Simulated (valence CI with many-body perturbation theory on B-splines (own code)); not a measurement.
Results of a calculation; reference values are marked as such.
**Run record, Ru IV**

The program does CI of the valence electrons with many-body perturbation theory for a frozen closed Dirac-Fock core.

Command, and the settings that its task file holds:

```sh
python run_cv.py task.json out
```

```
atom Ru  Z=44  mass_number=102  rms_radius_fm=4.4809
core [Kr] 4d1
valence 4d5
avg = 1
basis = S
breit = 1
cap = 10000
capref = 1200
cscale = 1
de = 0.0
dress = 0
eps = 2e-08
h = 0.27
hh = 1
l2 = 3
lcore = 6
maxit = 60
n2 = 5
natural = 1
nlev = 20
nno = [3, 3, 3, 3, 1]
nroot = 26
nsp = [3, 3, 2, 2, 0]
pt2 = 1
qed = 1
rpa = 1
s1 = 1
s2 = 1
s3 = 1
screen = 1
tol = 2e-05
```

(1) What became of the run, and why?

## Answers

(1) It gave no result: the perturbation theory needs a core of closed shells. The program said: "the core must hold closed shells only".
